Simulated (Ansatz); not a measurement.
Si19PH30, a doped nanocrystal cut from the lattice of silicon (P on a surface site), relaxed as a doublet with UKS PBE-D4/def2-SVP in Ansatz, starting from the force-field or lattice model geometry. Force threshold 0.03 eV/Å.

Single mean-field runs in def2-SVP are fitted with def2-universal-jkfit. The relaxation made no stability test and no search for a lower SCF solution. Another isomer (doublet) lies 0.07 eV lower at PBE0-D4/def2-TZVP; other spin states weren't run for this one.

Start:

Cartesian coordinates in Å:
```
P 0.4260 2.5439 1.4235
Si -1.8884 4.3577 -1.0751
Si 0.6429 1.7430 -2.3238
Si -3.1047 0.9416 -2.3624
Si 2.7334 0.7731 3.9297
Si 2.9542 -0.0615 0.1835
Si 1.5088 -2.6230 2.6249
Si -0.8038 -0.8466 0.1090
Si -0.5762 -1.6121 -3.6003
Si 1.7243 -3.4450 -1.1276
Si -1.7061 3.4281 1.1366
Si 0.5978 1.6307 3.5985
Si 0.8240 0.8629 -0.1275
Si -2.9451 0.0602 -0.1663
Si -1.4944 2.6441 -2.6218
Si -2.7387 -0.7599 -3.9281
Si -0.6434 -1.7469 2.2940
Si 3.1023 -0.9339 2.3447
Si 1.9098 -4.3475 1.0539
Si -0.4146 -2.5431 -1.4258
H 1.3740 3.5584 1.2780
H -0.8988 5.4020 -1.2273
H -3.2300 4.8920 -1.2445
H 1.6238 2.7726 -2.4907
H 0.8724 0.6953 -3.2969
H -4.4463 1.4902 -2.5332
H 3.7438 1.8092 3.7523
H 2.8421 0.2178 5.2940
H 3.9371 0.9754 0.0117
H 3.1900 -1.1056 -0.8021
H 1.6070 -3.1976 3.9646
H 0.3716 -0.6164 -3.7714
H -0.3678 -2.7083 -4.5707
H 2.7341 -2.4081 -1.2923
H 1.9649 -4.5021 -2.1132
H -1.9592 4.5029 2.1116
H -2.7124 2.3851 1.2977
H 0.3693 2.7124 4.5706
H -0.4092 0.6185 3.7821
H -3.1643 1.1049 0.7905
H -3.9496 -1.0025 0.0292
H -1.6359 3.1674 -3.9854
H -2.8513 -0.1944 -5.2734
H -3.7174 -1.7934 -3.7671
H -0.8791 -0.6790 3.2737
H -1.6420 -2.7646 2.4845
H 4.4412 -1.4930 2.5703
H 3.2156 -4.9159 1.2525
H 0.8977 -5.3890 1.2271
H -1.4295 -3.6001 -1.2621
```

(1) Estimate the energy that the relaxation releases and the steps that it takes.

(2) Does the start keep its bonding?

(3) Predict the relaxed structure.

Answers

(1) 2.76 eV, in 11 steps; 73 s on 4 threads of AMD EPYC 7R13 on a shared host and a share (37 GiB) of an NVIDIA H100 80GB HBM3. No frequencies were taken in this run, so the end may be a saddle point.

(2) By distances, no bond broke or formed. The bond that changes most is Si9–H32, from 1.39 to 1.51 Å (atoms count from 1).

(3) 
Cartesian coordinates in Å:
```
P 0.118 2.458 1.658
Si -2.069 4.485 -1.418
Si 0.612 2.035 -2.035
Si -3.143 0.895 -2.376
Si 3.055 0.517 4.101
Si 2.901 0.268 0.429
Si 1.501 -2.696 2.610
Si -0.839 -0.849 0.171
Si -0.669 -1.776 -3.655
Si 1.675 -3.580 -1.144
Si -1.728 3.794 0.813
Si 1.019 1.665 3.772
Si 0.678 0.930 0.040
Si -3.033 -0.113 -0.249
Si -1.564 2.604 -2.731
Si -2.799 -0.817 -3.955
Si -0.697 -1.923 2.258
Si 3.168 -1.054 2.358
Si 1.870 -4.419 1.048
Si -0.405 -2.518 -1.436
H 1.160 3.401 1.369
H -1.070 5.569 -1.740
H -3.458 5.006 -1.710
H 1.415 3.306 -1.877
H 1.327 1.165 -3.038
H -4.520 1.485 -2.583
H 4.190 1.497 3.929
H 3.193 -0.147 5.453
H 3.709 1.534 0.595
H 3.394 -0.427 -0.817
H 1.617 -3.266 4.006
H 0.406 -0.772 -3.983
H -0.497 -2.960 -4.576
H 2.786 -2.603 -1.429
H 1.779 -4.707 -2.143
H -1.613 4.992 1.725
H -2.912 2.986 1.276
H 1.008 2.958 4.553
H -0.121 0.821 4.279
H -3.511 0.803 0.845
H -3.924 -1.333 -0.265
H -1.557 2.934 -4.207
H -2.936 -0.271 -5.355
H -3.834 -1.898 -3.762
H -1.170 -1.016 3.363
H -1.612 -3.124 2.211
H 4.508 -1.752 2.316
H 3.234 -5.030 1.258
H 0.831 -5.499 1.232
H -1.475 -3.558 -1.186
```
Bond lengths: 22 × Si–Si 2.34 to 2.36 Å; 3 × P–Si 2.29 to 2.43 Å; 29 × H–Si 1.51 Å; 1 × H–P 1.43 Å.
